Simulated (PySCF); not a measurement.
## Calculated data, AlGeH6NO, AlClGeH3O, AlGeH3NO, Cl2GeHO and others

All values are calculated (PySCF 2.14.0). Calculation on a computer-drawn molecule: the log of a Hartree-Fock and frozen-core CCSD(T) single point meant for a local Hartree-Fock minimum, with one planted fault or none, to be diagnosed. Offsets are logged minus clean, where the clean run is the same molecule without the fault. The reference is restricted for singlets and unrestricted otherwise, and also for a bond in bohr or an excited solution. Adding or removing an electron swaps singlet and doublet. The excited solution moves the top pair (singlet) or top alpha electron (doublet) to the lowest empty orbital. Highest occupied and lowest empty are orbital energies over both spins, largest force is the largest gradient component, triples share is (T) over the correlation energy, the T1 limit is 0.02 restricted and 0.045 unrestricted, electrons count all cores, a negative frequency is imaginary (commonest isotopes), and the dipole is about the centre of nuclear charge; on germanium a core potential holds 10 electrons, which the energies leave out, and 3d is frozen in MP2 and coupled-cluster steps.

Common to all runs: meant basis and core potential on germanium cc-pVDZ-PP ECP10MDF; logged SCF converged yes; possible faults no fault, one electron removed, one electron added, multiplicity raised by two, geometry at a saddle point, SCF held on an excited solution, minimal basis STO-3G, one bond length entered in bohr, all coordinates scaled.

(1) AlGeH6NO

Logged structure:
```xyz
10
AlGeH6NO
O      1.4986    -0.2624    -2.4789
Al     1.0729    -0.0396    -0.8603
N     -0.5111     0.6196    -0.4041
Ge    -1.2296     0.9634     1.2580
H      1.0222    -0.0927    -3.2726
H      2.1214    -0.4334     0.2351
H     -1.1516     0.8594    -1.1437
H     -1.5576     2.4553     1.4079
H     -0.1910     0.5538     2.3033
H     -2.5207     0.1595     1.4643
```

| Property | Result |
| --- | --- |
| meant charge | 0 |
| meant multiplicity | 1 |
| meant basis | cc-pV(D+d)Z |
| logged electrons | 65 |
| logged basis functions | 104 |
| logged spin squared | 0.7605 |
| logged highest occupied | -17.47 eV |
| logged lowest empty | -6.4 eV |
| logged largest force | 0.086353 hartree/bohr |
| logged T1 diagnostic | 0.025867 |
| logged D1 diagnostic | 0.15028 |
| logged triples share | 0.022292 |
| logged CC converged | yes |
| logged dipole magnitude | 3.2324 debye |
| logged SCF stable within its kind | yes |
| logged energy HF | -667.89882 hartree |
| logged energy CCSD(T) | -668.44078 hartree |
| planted fault | one electron removed |
| HF energy offset from clean run | 189.8 kcal/mol |
| CCSD(T) energy offset from clean run | 213.6 kcal/mol |

Drawn bonds:
| atom | other atom | order |
| --- | --- | --- |
| 1 | 2 | 1 |
| 2 | 3 | 1 |
| 3 | 4 | 1 |
| 1 | 5 | 1 |
| 2 | 6 | 1 |
| 3 | 7 | 1 |
| 4 | 8 | 1 |
| 4 | 9 | 1 |
| 4 | 10 | 1 |

(2) AlGeH6NO

Structure as in entry 1.

| Item | Value |
| --- | --- |
| meant charge | 0 |
| meant multiplicity | 1 |
| meant basis | cc-pV(D+d)Z |
| logged electrons | 66 |
| logged basis functions | 104 |
| logged spin squared | 0 |
| logged highest occupied | -1.7456 eV |
| logged lowest empty | -6.4531 eV |
| logged largest force | 0.15743 hartree/bohr |
| logged CC converged | no |
| logged dipole magnitude | 13.931 debye |
| logged SCF stable within its kind | no |
| logged energy HF | -667.51693 hartree |
| planted fault | SCF held on an excited solution |
| HF energy offset from clean run | 429.4 kcal/mol |

Drawn bonds:
| atom | other atom | order |
| --- | --- | --- |
| 1 | 2 | 1 |
| 2 | 3 | 1 |
| 3 | 4 | 1 |
| 1 | 5 | 1 |
| 2 | 6 | 1 |
| 3 | 7 | 1 |
| 4 | 8 | 1 |
| 4 | 9 | 1 |
| 4 | 10 | 1 |

Notes: CCSD not converged.

(3) AlClGeH3O

Logged structure:
```xyz
7
AlClGeH3O
O      2.2410    -0.3474     0.9113
Al     0.6226    -0.2209     0.4906
Cl    -0.7531    -1.6460     1.2315
Ge    -0.0848     1.4770    -1.0927
H      2.6788    -0.9806     1.4560
H      0.7805     2.7253    -1.2756
H     -1.5668     1.8527    -1.1549
```

| Quantity | Value |
| --- | --- |
| meant charge | 0 |
| meant multiplicity | 2 |
| meant basis | cc-pV(D+d)Z |
| logged electrons | 73 |
| logged basis functions | 98 |
| logged spin squared | 3.7609 |
| logged highest occupied | -4.8512 eV |
| logged lowest empty | -2.7983 eV |
| logged largest force | 0.079421 hartree/bohr |
| logged T1 diagnostic | 0.031245 |
| logged D1 diagnostic | 0.16203 |
| logged triples share | 0.025037 |
| logged CC converged | yes |
| logged dipole magnitude | 3.3938 debye |
| logged SCF stable within its kind | yes |
| logged energy HF | -1071.3245 hartree |
| logged energy CCSD(T) | -1071.82832 hartree |
| planted fault | multiplicity raised by two |
| HF energy offset from clean run | 135 kcal/mol |
| CCSD(T) energy offset from clean run | 140.9 kcal/mol |

Drawn bonds:
| atom | other atom | order |
| --- | --- | --- |
| 1 | 2 | 1 |
| 2 | 3 | 1 |
| 2 | 4 | 1 |
| 1 | 5 | 1 |
| 4 | 6 | 1 |
| 4 | 7 | 1 |

(4) AlGeH3NO

Logged structure:
```xyz
7
AlGeH3NO
O      3.9112    -0.4674    -0.5024
Al     2.3309    -0.4347    -0.2586
N      0.6990    -0.4012    -0.0061
Ge    -0.9677    -0.3658     0.2524
H      4.8399    -0.4861    -0.6478
H     -1.9342    -0.7709    -0.8397
H     -1.5404     0.0717     1.5835
```

| Item | Value |
| --- | --- |
| meant charge | 1 |
| meant multiplicity | 1 |
| meant basis | cc-pV(D+d)Z |
| logged electrons | 61 |
| logged basis functions | 89 |
| logged spin squared | 0.7613 |
| logged highest occupied | -23.593 eV |
| logged lowest empty | -11.132 eV |
| logged largest force | 0.10399 hartree/bohr |
| logged T1 diagnostic | 0.024731 |
| logged D1 diagnostic | 0.11023 |
| logged triples share | 0.023712 |
| logged CC converged | yes |
| logged dipole magnitude | 1.7387 debye |
| logged SCF stable within its kind | yes |
| logged energy HF | -665.68563 hartree |
| logged energy CCSD(T) | -666.15229 hartree |
| planted fault | one electron removed |
| HF energy offset from clean run | 296.4 kcal/mol |
| CCSD(T) energy offset from clean run | 326.9 kcal/mol |

Drawn bonds:
| atom | other atom | order |
| --- | --- | --- |
| 1 | 2 | 1 |
| 2 | 3 | 2 |
| 3 | 4 | 1 |
| 1 | 5 | 1 |
| 4 | 6 | 1 |
| 4 | 7 | 1 |

(5) Cl2GeHO

Logged structure:
```xyz
5
Cl2GeHO
O     -1.5143     0.3578    -0.8850
Ge    -0.6041    -0.3910     0.3226
Cl     0.1408     0.8327     1.7700
Cl    -0.2713    -2.4089     0.3291
H     -1.8962    -0.1498    -1.5996
```

| Item | Value |
| --- | --- |
| meant charge | 1 |
| meant multiplicity | 1 |
| meant basis | cc-pV(D+d)Z |
| logged electrons | 73 |
| logged basis functions | 88 |
| logged spin squared | 0.7596 |
| logged highest occupied | -24.437 eV |
| logged lowest empty | -15.905 eV |
| logged largest force | 0.11238 hartree/bohr |
| logged T1 diagnostic | 0.044646 |
| logged D1 diagnostic | 0.27891 |
| logged triples share | 0.033405 |
| logged CC converged | yes |
| logged dipole magnitude | 6.0452 debye |
| logged SCF stable within its kind | yes |
| logged energy HF | -1286.98422 hartree |
| logged energy CCSD(T) | -1287.55601 hartree |
| planted fault | one electron removed |
| HF energy offset from clean run | 404.6 kcal/mol |
| CCSD(T) energy offset from clean run | 412.9 kcal/mol |

Drawn bonds:
| atom | other atom | order |
| --- | --- | --- |
| 1 | 2 | 1 |
| 2 | 3 | 1 |
| 2 | 4 | 1 |
| 1 | 5 | 1 |

(6) CH5Ge2O

Logged structure:
```xyz
9
CH5Ge2O
O     -1.5045     2.4057     0.3579
Ge    -0.3893     1.3453    -0.4015
C      0.8266     0.5234     0.6602
Ge     2.0826    -0.6249     0.0665
H     -2.1609     2.8591    -0.1587
H     -0.5323     1.1993    -1.8985
H      0.7782     0.7513     1.7200
H      2.1819    -0.9678    -1.4044
H      3.0664    -1.2754     1.0076
```

| Quantity | Value |
| --- | --- |
| meant charge | 1 |
| meant multiplicity | 1 |
| meant basis | cc-pVDZ |
| logged electrons | 82 |
| logged basis functions | 99 |
| logged spin squared | 0 |
| logged highest occupied | -14.418 eV |
| logged lowest empty | -4.2829 eV |
| logged largest force | 2.426e-05 hartree/bohr |
| logged lowest frequency | 100.81 cm⁻¹ |
| logged T1 diagnostic | 0.017451 |
| logged D1 diagnostic | 0.054959 |
| logged triples share | 0.031628 |
| logged CC converged | yes |
| logged dipole magnitude | 2.5311 debye |
| logged SCF stable within its kind | yes |
| logged energy HF | -702.12201 hartree |
| logged energy CCSD(T) | -702.66711 hartree |
| planted fault | withheld |

Drawn bonds:
| atom | other atom | order |
| --- | --- | --- |
| 1 | 2 | 1 |
| 2 | 3 | 1 |
| 3 | 4 | 2 |
| 1 | 5 | 1 |
| 2 | 6 | 1 |
| 3 | 7 | 1 |
| 4 | 8 | 1 |
| 4 | 9 | 1 |

## Withheld values
1. Give the missing planted fault for CH5Ge2O (entry 6).

Answers
1. no fault

Further results for CH5Ge2O (entry 6):

| Property | Result |
| --- | --- |
| HF energy offset from clean run | 0 kcal/mol |
| CCSD(T) energy offset from clean run | 0 kcal/mol |
